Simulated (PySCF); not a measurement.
GaHBr₂, SMILES [Br][GaH][Br].

Geometry: ωB97X-D3(BJ)/def2-SVP. The structure was generated by enumeration; whether it is a known compound was not checked.

Computed with C-PCM-B3LYP/def2-SVP run with PySCF.

The values are the electrostatic part of the solvation free energy, E(continuum) − E(gas) at the gas-phase geometry, in a cavity of scaled van der Waals radii (PySCF's table); cavitation and dispersion terms are not included. A continuum can't describe solvent molecules that bind to the metal. In vacuum the orbital gap is 6.10 eV. The dipole moment in vacuum is 1.29 D.

```json
[
 {"solvent": "water", "ε": "78.36", "ΔG(elec) (kcal/mol)": "-3.6", "dipole (D)": "1.95", "gap (eV)": "6.54"},
 {"solvent": "tetrahydrofuran", "ε": "7.43", "ΔG(elec) (kcal/mol)": "-3.0", "dipole (D)": "1.85", "gap (eV)": "6.48"},
 {"solvent": "2-propanol", "ε": "19.26", "ΔG(elec) (kcal/mol)": "-3.4", "dipole (D)": "1.92", "gap (eV)": "6.52"}
]
```
